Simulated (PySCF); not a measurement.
Spin states and ions at one geometry of Pb2OF2

PySCF 2.14.0, RKS BP86, Pb def2-SVP with ECP60, O def2-SVP, F def2-SVP; non-relativistic Hamiltonian with scalar-relativistic core potentials where named; density fitting; no spin-orbit coupling; singlets restricted, open shells unrestricted. The geometry is relaxed for charge 0, singlet, vacuum:

```xyz
5

Pb    0.6332    0.0111    2.0396
Pb    0.6332    0.0111   -2.0396
O     1.2012    0.0211    0.0000
F    -1.4449   -0.0254    1.8633
F    -1.4449   -0.0254   -1.8633
```

Energies count from the relaxed state; an electron taken off or put on is at rest in vacuum. Charges and spins are Mulliken's.

Task: Order these states by energy, lowest first.
A. charge 0, triplet, vacuum
B. charge 0, singlet, vacuum
C. charge +1, doublet, vacuum
D. charge -1, doublet, vacuum

Result: D (-0.96 eV), B (0.00 eV), A (3.07 eV), C (8.91 eV).

Task: How do charge and spin on the first atom follow?

Result: 
```json
{"state": "charge 0, singlet, vacuum", "spin squared": "0.00", "charge on Pb1 (e)": "0.73", "spin on Pb1 (e)": "0.00", "dipole about the centre of mass (D)": "5.12"}
{"state": "charge 0, triplet, vacuum", "spin squared": "2.00", "charge on Pb1 (e)": "0.64", "spin on Pb1 (e)": "0.67", "dipole about the centre of mass (D)": "4.46"}
{"state": "charge +1, doublet, vacuum", "spin squared": "0.75", "charge on Pb1 (e)": "1.08", "spin on Pb1 (e)": "0.13", "dipole about the centre of mass (D)": "4.56"}
{"state": "charge -1, doublet, vacuum", "spin squared": "0.76", "charge on Pb1 (e)": "0.27", "spin on Pb1 (e)": "0.52", "dipole about the centre of mass (D)": "4.69"}
```

With an electron taken off (doublet) the charges change, summed by element, by Pb +0.70 e, O +0.07 e, F +0.23 e. The vertical ionisation energy is 8.91 eV, against −ε(HOMO) = 6.22 eV of the relaxed state. The level lies 2.7 eV too high, as is usual for semilocal functionals and global hybrids, which keep a self-interaction error.

With an electron put on (doublet) the charges change, summed by element, by Pb -0.92 e, O +0.02 e, F -0.10 e. The vertical electron affinity is 0.96 eV, against −ε(LUMO) = 3.15 eV of the relaxed state. The basis has no diffuse functions, which an added electron needs. The added electron's level lies above zero.

Open shells may have lower solutions than those found.

A frequency check found unstable modes (1, the lowest at -48 cm⁻¹), so the relaxed geometry is probably a saddle point.
